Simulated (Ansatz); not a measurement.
Sn₁₃H₂₀, a cluster cut from cubic tin. Total charge 0; singlet. Geometry PBE-D4/def2-SVP.

Cartesian coordinates in Å:
```
Sn 2.380 1.537 -3.073
Sn 0.139 -0.528 4.516
Sn 2.482 -1.595 0.245
Sn 0.295 2.437 0.935
Sn -2.201 1.677 -2.900
Sn -2.143 -1.411 0.561
Sn -0.086 -2.356 -3.450
Sn 0.351 2.166 3.742
Sn 2.502 1.172 -0.280
Sn 0.010 0.389 -4.077
Sn -2.124 -1.734 3.362
Sn 0.052 -2.698 -0.655
Sn -2.083 1.330 -0.103
H 3.763 0.808 -3.831
H 2.417 3.231 -3.456
H 0.059 -0.646 6.247
H 1.561 -1.381 4.007
H 3.799 -2.347 -0.604
H 2.711 -1.904 1.937
H 0.353 4.132 0.529
H -2.192 3.371 -3.286
H -3.686 1.016 -3.516
H -3.605 -2.116 -0.080
H 1.231 -3.190 -4.219
H -1.559 -3.045 -4.064
H 1.805 2.870 4.383
H -0.984 3.048 4.420
H 3.976 1.870 0.337
H -0.047 0.593 -5.807
H -2.188 -3.422 3.772
H -3.549 -0.995 4.025
H 0.006 -4.398 -0.270
H -3.444 2.118 0.652
```

In the def2 sets Sn takes a core potential, while STO-3G treats all electrons; there is no spin–orbit coupling. B3LYP takes the VWN-RPA correlation. Single mean-field runs in def2-SVP, def2-TZVP are fitted with def2-universal-jkfit.

Task: Estimate the orbital energies around the gap (eV) in Ansatz with HF/STO-3G, PBE-D4/def2-TZVP, r2SCAN-D4/def2-TZVP, B3LYP-D4/def2-TZVP, PBE0-D4/def2-SVP.

Result: 
| orbital | HF/STO-3G | PBE-D4/def2-TZVP | r2SCAN-D4/def2-TZVP | B3LYP-D4/def2-TZVP | PBE0-D4/def2-SVP |
| --- | --- | --- | --- | --- | --- |
| HOMO−13 | -9.22 | -7.69 | -8.00 | -8.62 | -8.79 |
| HOMO−12 | -9.12 | -7.63 | -7.94 | -8.56 | -8.73 |
| HOMO−11 | -8.67 | -7.42 | -7.71 | -8.30 | -8.46 |
| HOMO−10 | -8.63 | -7.36 | -7.66 | -8.26 | -8.42 |
| HOMO−9 | -7.86 | -6.97 | -7.24 | -7.80 | -7.95 |
| HOMO−8 | -7.30 | -6.65 | -6.90 | -7.43 | -7.58 |
| HOMO−7 | -7.14 | -6.55 | -6.79 | -7.32 | -7.46 |
| HOMO−6 | -6.73 | -6.38 | -6.61 | -7.10 | -7.24 |
| HOMO−5 | -6.69 | -6.35 | -6.58 | -7.09 | -7.22 |
| HOMO−4 | -6.55 | -6.28 | -6.51 | -6.94 | -7.12 |
| HOMO−3 | -6.41 | -6.22 | -6.44 | -6.86 | -7.03 |
| HOMO−2 | -6.39 | -6.21 | -6.43 | -6.85 | -7.02 |
| HOMO−1 | -6.22 | -6.09 | -6.30 | -6.71 | -6.88 |
| HOMO | -6.08 | -6.00 | -6.21 | -6.66 | -6.80 |
| LUMO | 7.74 | -2.69 | -2.50 | -2.24 | -1.82 |
| LUMO+1 | 7.86 | -2.54 | -2.37 | -2.08 | -1.75 |
| LUMO+2 | 7.88 | -2.44 | -2.27 | -1.96 | -1.62 |
| LUMO+3 | 8.17 | -2.30 | -2.12 | -1.82 | -1.47 |
| LUMO+4 | 8.30 | -2.19 | -2.02 | -1.69 | -1.35 |
| LUMO+5 | 8.53 | -1.93 | -1.78 | -1.44 | -1.18 |
